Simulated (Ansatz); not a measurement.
Input file for Ansatz (an electronic-structure program): R-CCSD(T)/def2-TZVPPD on HI (SMILES I) with ghost functions. Elements past Kr take the def2 small-core potentials; no spin–orbit coupling. Files ending in .json are basis or fitting sets from the Basis Set Exchange. The run froze 9 orbitals, filled d shells among them.

Ansatz 0.2 input:
```yaml
crystal:
  periodic: [false, false, false]
  atoms:
    - {symbol: I, position_ang: [0.26201662, -0.60717294, 4.15675726]}
    - {symbol: H, position_ang: [0.13317980, -0.42243734, 2.55761169]}
basis:
  gaussian:
    orbitals: def2-TZVPPD.json
    ghost_atoms:
      - {symbol: C, position_ang: [-0.14059142, -0.06242755, -0.12195130]}
      - {symbol: H, position_ang: [-0.96647892, 0.43361270, 0.38685672]}
      - {symbol: H, position_ang: [-0.24617754, 0.07718293, -1.19688446]}
      - {symbol: H, position_ang: [0.80507662, 0.36940948, 0.20418357]}
      - {symbol: H, position_ang: [-0.15605080, -1.12819370, 0.10400600]}
magnetization: {spin_polarized: false}
correlation: {method: ccsd_t, electrons: outside_noble_gas}
scf: {lower_state_search: off}
```

The head of its log:

```
WARN ansatz: RAYON_NUM_THREADS=1 ignored (pool sized by the plan → 1); use --threads N
Functional definition: HF
these checks for a lower state are left out or cut short: stability, starts, cluster_reference, orbital_swaps, neighbouring_geometries, increment
integrals: 0.60 GiB planned
1196 factors; integrals over basis functions are off by at most 1.3e-3 eV
mean field: 0.39 GiB planned
mean field evaluation 1: about -8088.0238 eV, gradient 8.4e0 eV
mean field evaluation 2: about -8088.0253 eV, gradient 8.4e0 eV
mean field evaluation 4: about -8088.3792 eV, gradient 1.5e0 eV
mean field evaluation 8: about -8088.3895 eV, gradient 7.9e-5 eV
mean field -8088.38946427 eV, -297.2428303046 hartree, gradient 1.4e-6 eV, S^2 0.000000; 0 other end points of the search recorded, 0 dependent functions left out
9 core orbitals not correlated
reference -8088.38946427 eV, -297.2428303046 hartree; 4, 4 occupied and 168, 168 virtual orbitals, 1196 factors
```

### Question
Give the final energy of this run.

### Answer
-297.4192 hartree (reference determinant -297.2428, T1 diagnostic 0.008).
